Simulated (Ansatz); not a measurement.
Born–Oppenheimer molecular dynamics of C2H5BOS (10 atoms, charge 0, multiplicity 1). It starts at the highest image of a converged band. Of that band: The profile has 2 maxima (images 2, 5) with wells between them (image 3): this band takes more than one step, which may be the mechanism or a detour left from its start path. A structure lower than the last end lies on the path between it and the top, so the climb from that side starts below the end, which may itself be a saddle point or a shallow side well. Neighbouring images differ by up to 2.2 eV, so the band resolves the path poorly. A vibrational analysis at the climbing image gives one clearly imaginary mode, 1130i cm⁻¹: a first-order saddle point.

Computed with Ansatz, RKS PBE0-D4/def2-SVP.

| Item | Value |
| --- | --- |
| ensemble | NVE (velocity Verlet) |
| time step | 0.5 fs |
| steps asked | 200 |
| starting velocities drawn for | 100 K |
| seed | 7091 |

First frame:

```xyz
10
Properties=species:S:1:pos:R:3
O -2.043 0.573 0.182
C -0.397 -0.192 -0.579
C 0.453 -0.685 0.555
B 1.697 0.005 -0.121
S 0.697 1.075 -1.178
H -2.120 1.401 -0.315
H -1.689 -0.180 -0.637
H 0.198 -0.112 1.463
H 0.402 -1.759 0.791
H 2.885 -0.177 -0.159
```

Question: How far do the bonds stretch over the last three quarters of this one trajectory? (Pairs bonded in most of those frames.)

Answer: 
```json
{"bond": "O1–H6", "mean (Å)": "0.965", "spread (Å)": "0.015", "shortest": "0.94", "longest": "0.99"}
{"bond": "O1–H7", "mean (Å)": "0.966", "spread (Å)": "0.006", "shortest": "0.95", "longest": "0.98"}
{"bond": "C2–C3", "mean (Å)": "1.511", "spread (Å)": "0.013", "shortest": "1.49", "longest": "1.54"}
{"bond": "C2–S5", "mean (Å)": "1.757", "spread (Å)": "0.022", "shortest": "1.72", "longest": "1.79"}
{"bond": "C3–B4", "mean (Å)": "1.561", "spread (Å)": "0.011", "shortest": "1.54", "longest": "1.58"}
{"bond": "C3–H8", "mean (Å)": "1.103", "spread (Å)": "0.007", "shortest": "1.09", "longest": "1.12"}
{"bond": "C3–H9", "mean (Å)": "1.100", "spread (Å)": "0.013", "shortest": "1.08", "longest": "1.12"}
{"bond": "B4–S5", "mean (Å)": "1.807", "spread (Å)": "0.012", "shortest": "1.79", "longest": "1.83"}
{"bond": "B4–H10", "mean (Å)": "1.205", "spread (Å)": "0.010", "shortest": "1.19", "longest": "1.22"}
```

Mean temperature of the second half: 241 K. The conserved energy stayed within 0.065 meV per atom of its start (net change 0.04 meV per atom), so the integration is sound. The system heated up, since it started high on the potential surface and ran downhill. A run of 0.1 ps of so small a system gives no equilibrium averages. The orbitals stay closed-shell, which can raise the energy where a bond breaks towards radicals; this wasn't checked here.

Run time: 6.4 min on 2 threads of Arm Neoverse V2, on a shared host, peak memory 0.2 GiB.
